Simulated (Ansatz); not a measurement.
A nudged elastic band was laid between two geometries of ClHOZn + H2 (6 atoms, charge 0, multiplicity 1).

All numbers below come from Ansatz, RKS LDA/def2-mTZVP.

| Quantity | Value |
| --- | --- |
| movable images | 5 |
| climbing image | yes |
| spring | 5.0 eV/Å² |
| optimiser | quadratic models (default) |
| start path | through a guess of the saddle point |
| force threshold | 0.05 eV/Å |
| iteration limit | 60 |
| end points | relaxed |

Initial state:

```xyz
6
Properties=species:S:1:pos:R:3
Zn -0.013 -0.717 -0.163
Cl 1.378 -1.784 -1.267
O -1.214 0.157 0.776
H 1.184 1.241 -0.453
H 0.602 1.504 -0.013
H -1.937 -0.401 1.120
```

Final state:

```xyz
6
Properties=species:S:1:pos:R:3
Zn -0.352 0.658 0.376
Cl 1.233 -0.989 -1.004
O -1.312 -0.809 0.624
H 2.162 -0.146 -1.381
H 0.388 1.978 0.229
H -2.119 -0.691 1.156
```

Task: What changes between the two ends?

Result: Bonds broken: H4–H5. Bonds formed: Zn1–H5, Cl2–H4. ClHOZn + H2 becomes ClH3OZn.

Task: Give the energies along the band, and the barrier.

Result: It converged. The highest image is number 4 of 0 to 6, 1.19 eV above the first end and 0.24 eV above the last; the last end lies 0.95 eV above the first. A vibrational analysis at the climbing image gives one clearly imaginary mode, 553i cm⁻¹: a first-order saddle point. The orbitals stay closed-shell, which can raise the energy where a bond breaks towards radicals; this wasn't checked here.

```tsv
image	path coordinate (Å)	energy (eV)	H4–H5 (Å)	Zn1–H5 (Å)	Cl2–H4 (Å)
0	0.00	0.00	0.78	2.31	3.14
1	0.79	0.05	0.77	2.47	3.03
2	1.58	0.08	0.77	2.69	2.74
3	2.36	0.38	0.80	2.15	2.22
4	3.15	1.19	1.14	1.64	1.56
5	4.05	1.00	2.13	1.53	1.32
6	4.95	0.95	3.20	1.52	1.31
```

Task: What is the geometry of the highest image?

Result: 
```xyz
6
Properties=species:S:1:pos:R:3
Zn -0.143 0.087 0.128
Cl 1.500 -0.922 -1.346
O -1.566 -0.766 0.706
H 1.406 0.500 -0.709
H 0.928 1.319 -0.068
H -2.124 -0.218 1.290
```

Task: What are the harmonic wavenumbers there?

Result: 553i, 130, 236, 284, 431, 686, 828, 908, 940, 1358, 1682, 3726 cm⁻¹.

Run time: 60 s on 2 threads of Arm Neoverse V1, with other jobs on the host, peak memory 0.12 GiB.
